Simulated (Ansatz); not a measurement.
A structure relaxed at PBE0-D4/def2-TZVP, charge 0, multiplicity 1:

| atom | x (Å) | y (Å) | z (Å) |
| --- | --- | --- | --- |
| O1 | -0.1679 | -0.5156 | -1.7592 |
| Hf2 | 0.2335 | -0.1294 | 0.0699 |
| O3 | 0.4712 | 1.7535 | 0.3018 |
| O4 | -1.1828 | -0.7511 | 1.1937 |
| I5 | 2.5684 | -1.4222 | 0.7693 |
| H6 | -0.6195 | -0.8653 | -2.5204 |
| H7 | 0.5613 | 2.6762 | 0.0869 |
| H8 | -1.8642 | -0.7461 | 1.8580 |

Problem. Give its formula and SMILES.

Solution. H3HfIO3, `[OH][Hf]([OH])([OH])[I]`.

Problem. Point group (tolerance 0.08 Å, 0.16 Å for H)?

Solution. C3.

Problem. Summarise the bond lengths by kind.

Solution. 3 × Hf–O 1.912 Å; 3 × H–O 0.952 Å; 1 × Hf–I 2.759 Å.

Program: Ansatz 0.2.0.
